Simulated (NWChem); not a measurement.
Species: C₅H₅ cation

```xyz
10

C      0.9563     0.2036     0.0000
C      0.4123     1.3679     0.0000
C     -0.9431     0.5311     0.0000
C     -0.6708    -0.9769     0.0000
C      0.6760    -1.1824     0.0000
H      0.5261     2.4553     0.0000
H     -1.4803     0.8333     0.9274
H     -1.4803     0.8333    -0.9274
H     -1.4824    -1.7217     0.0000
H      1.3322    -2.0604     0.0000
```
Atoms are numbered in this order, from 1.

Results from NWChem. All runs use the structure optimised with PBE-D3(BJ)/def2-SVP.

For level LRC-wPBEh/def2-SVP:

```yaml
highest occupied level (eV): -15.26
orbital gap (eV): 8.59
```

Q: Estimate the same quantities for level PBE/def2-SVP.

A: The highest occupied level (eV) is -12.32 and the orbital gap (eV) is 2.81.
